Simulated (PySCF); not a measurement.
PySCF input file for C3H2F3, SMILES C=C(F)[C](F)F, multiplicity 2, IEF-PCM-M06-2X/def2-SVP. Coordinates come from a B3LYP-D3(BJ)/def2-SVP optimisation. The isomer is the one that the SMILES or the coordinates give; other isomers of the formula were not compared. Other conformers were not sampled.

```python
import numpy as np
from pyscf import gto, scf, dft
from pyscf.solvent import pcm

mol = gto.M(
    atom='''
    C    -1.08153800   -1.57327998    0.00000000
    C     0.00530340   -0.72932591    0.00000000
    F     1.24822901   -1.23947653    0.00000000
    C    -0.04444118    0.65999604    0.00000000
    F    -1.18055861    1.32501090    0.00000000
    F     1.01459325    1.43413502    0.00000000
    H    -2.09300629   -1.17002170    0.00000000
    H    -0.92331187   -2.65134376    0.00000000
    ''',
    basis='def2-SVP',
    charge=0,
    spin=1,
    max_memory=1600,
    verbose=3,
)
mf = dft.UKS(mol, xc='m06-2x').density_fit(auxbasis='def2-universal-jkfit')
mf.grids.level = 4
mf.conv_tol = 1e-9
mf.max_cycle = 100
mf.kernel()
fine, coarse = mf.grids, dft.Grids(mol).set(level=1).build(with_non0tab=True)
for _ in range(3):  # follow internal instabilities
    mf.grids = coarse
    mo, _, stable, _ = mf.stability(return_status=True, nroots=4)
    mf.grids = fine
    if stable:
        break
    mf.kernel(mf.make_rdm1(mo, mf.mo_occ))
res = {}
for name, eps in {'water': 78.355, 'cyclohexanone': 15.619, 'chlorobenzene': 5.6968}.items():
    s = mf.PCM()
    s.with_solvent.method, s.with_solvent.eps, s.with_solvent.lebedev_order = 'IEF-PCM', eps, 29
    s.kernel(mf.make_rdm1())
    res[name] = (s.e_tot, eps, s.dip_moment(), s.mo_energy, s.converged)
    print(f'{name}: electrostatic solvation free energy {(s.e_tot - mf.e_tot) * 627.509474:.3f} kcal/mol')
```

Log of the run:

```

WARN: HOMO -0.12641939609767 >= LUMO -0.12641939609767

converged SCF energy = -414.49134115674  <S^2> = 0.78226197  2S+1 = 2.0320059
<class 'pyscf.df.df_jk.DFUKS'> wavefunction is stable in the internal stability analysis

WARN: PCM is an experimental feature. It is still in testing.
Features and APIs may be changed in the future.

converged SCF energy = -414.49420910626  <S^2> = 0.78274581  2S+1 = 2.032482
Dipole moment(X, Y, Z, Debye): -1.50969, -0.63998,  0.00000
water: electrostatic solvation free energy -1.800 kcal/mol

WARN: PCM is an experimental feature. It is still in testing.
Features and APIs may be changed in the future.

converged SCF energy = -414.493980924901  <S^2> = 0.78271761  2S+1 = 2.0324543
Dipole moment(X, Y, Z, Debye): -1.48693, -0.63067,  0.00000
cyclohexanone: electrostatic solvation free energy -1.656 kcal/mol

WARN: PCM is an experimental feature. It is still in testing.
Features and APIs may be changed in the future.

converged SCF energy = -414.493528522923  <S^2> = 0.78265553  2S+1 = 2.0323932
Dipole moment(X, Y, Z, Debye): -1.44172, -0.61110,  0.00000
chlorobenzene: electrostatic solvation free energy -1.373 kcal/mol
```

The calculation finished and met its thresholds.

Cost: around 4 core-minutes (rough).
